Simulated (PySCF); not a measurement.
A side-by-side comparison of computed properties.

First species: C₃H₈Si.
InChI=1S/C3H8Si/c1-2-4-3-1/h1-4H2

Second species: C4H4N2OS.
Bonds: C1–C2, C2–O3 (double), C2–C4, C4–C5 (aromatic), C5–S6 (aromatic), S6–N7 (aromatic), N7–N8 (aromatic), C4–N8 (aromatic). Hydrogens: H9, H10, H11 on C1; H12 on C5.

Levels: wB97X-D/def2-SVPD for dipole moment, HOMO energy, LUMO energy, HOMO–LUMO gap, static isotropic polarisability and electronic spatial extent ⟨r²⟩ about the centre of nuclear charge; TDDFT wB97X-D/def2-SVPD for lowest singlet excitation; TDA wB97X-D/def2-SVPD for lowest triplet excitation (Tamm–Dancoff); GFN2-xTB for rotational constant A and rotational constant C. Geometries: GFN2-xTB. Each structure is a single optimised conformer of the isolated species, non-relativistic unless stated; the electronic structure was computed with PySCF and density fitting.

The conformers computed, where there is a choice (atom-mapped SMILES and torsion angles):
- `[CH3:1][C:2](=[O:3])[c:4]1[cH:5][s:6][n:7][n:8]1`: C1–C2–C4–C5 180°

| property | column X | column Y |
| --- | --- | --- |
| dipole moment | 1.28 D | 0.23 D |
| HOMO energy | -9.74 eV | -9.72 eV |
| LUMO energy | -0.57 eV | 1.97 eV |
| HOMO–LUMO gap | 9.17 eV | 11.69 eV |
| lowest singlet excitation | 4.00 eV | 7.13 eV |
| lowest triplet excitation (Tamm–Dancoff) | 3.46 eV | 6.49 eV |
| static isotropic polarisability | 79.5 au | 60.7 au |
| electronic spatial extent ⟨r²⟩ about the centre of nuclear charge | 1120 bohr² | 379 bohr² |
| rotational constant A | 4.572 GHz | 9.241 GHz |
| rotational constant C | 0.967 GHz | 4.068 GHz |

**Question.** Which column belongs to which species?

**Answer.** Column X is the second species and column Y the first. The first has 12 atoms and 40 electrons, the second 12 and 66.

**Question.** How does each property change from the first species to the second?

**Answer.** dipole moment +1.05 D; HOMO energy -0.02 eV; LUMO energy -2.54 eV; HOMO–LUMO gap -2.52 eV; lowest singlet excitation -3.13 eV; lowest triplet excitation (Tamm–Dancoff) -3.03 eV; static isotropic polarisability +18.8 au; electronic spatial extent ⟨r²⟩ about the centre of nuclear charge +741 bohr²; rotational constant A -4.669 GHz; rotational constant C -3.101 GHz.

On the first: The vertical singlet–triplet gap S1 − T1 is 0.64 eV (TDDFT singlet less Tamm–Dancoff triplet; S1: HOMO−1→LUMO, weight 0.93; T1: HOMO→LUMO, weight 0.90). A dipole of 0.23 D is allowed in Cs, and pure rotational transitions are dipole-allowed.

On the second: No computed singlet falls in the visible range (750 to 380 nm, 1.65 to 3.26 eV); S1 lies 0.74 eV above its blue end. The vertical singlet–triplet gap S1 − T1 is 0.54 eV (TDDFT singlet less Tamm–Dancoff triplet; S1: HOMO→LUMO, weight 0.49; T1: HOMO→LUMO, weight 0.44, beside HOMO−1→LUMO+1, weight 0.26).
